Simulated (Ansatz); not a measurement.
CH₅ClGeO, SMILES `C[O][GeH2][Cl]`. The species carries charge 0 and has multiplicity 1. The geometry is a stationary point of PBE0-D4/def2-TZVP. It is one conformer, not always the lowest.

```xyz
9

C     1.207   -0.749    0.143
O    -0.184   -0.816   -0.079
Ge   -1.083    0.707   -0.123
Cl   -3.099    0.128   -0.517
H     1.593   -1.770    0.134
H     1.725   -0.182   -0.641
H     1.451   -0.301    1.115
H    -0.583    1.585   -1.281
H    -1.026    1.398    1.248
```

(1) What is the dipole moment at PBE/def2-TZVPP? (Estimate.)

(2) And with r2SCAN, B3LYP, ωB97M-V? (Estimate.)

(3) Give the Mulliken charges with PBE, B3LYP, r2SCAN in def2-TZVPP. (An estimate is asked.)

## Answers

(1) Ansatz gave: 2.55 D, with components (2.19, 1.22, 0.45) D in this frame, pointing from negative to positive charge.

(2) Ansatz gave: r2SCAN 2.67 D, B3LYP 2.71 D, ωB97M-V 2.74 D.

(3) Ansatz gave: 
| atom | PBE | B3LYP | r2SCAN |
| --- | --- | --- | --- |
| C1 | -0.15 | -0.13 | 0.00 |
| O2 | -0.33 | -0.40 | -0.40 |
| Ge3 | 0.49 | 0.53 | 0.55 |
| Cl4 | -0.28 | -0.29 | -0.30 |
| H5 | 0.11 | 0.11 | 0.06 |
| H6 | 0.09 | 0.09 | 0.06 |
| H7 | 0.09 | 0.09 | 0.06 |
| H8 | -0.01 | -0.01 | -0.01 |
| H9 | -0.01 | -0.01 | -0.01 |

B3LYP here is the variant with VWN-RPA as its local correlation; programs differ in this.
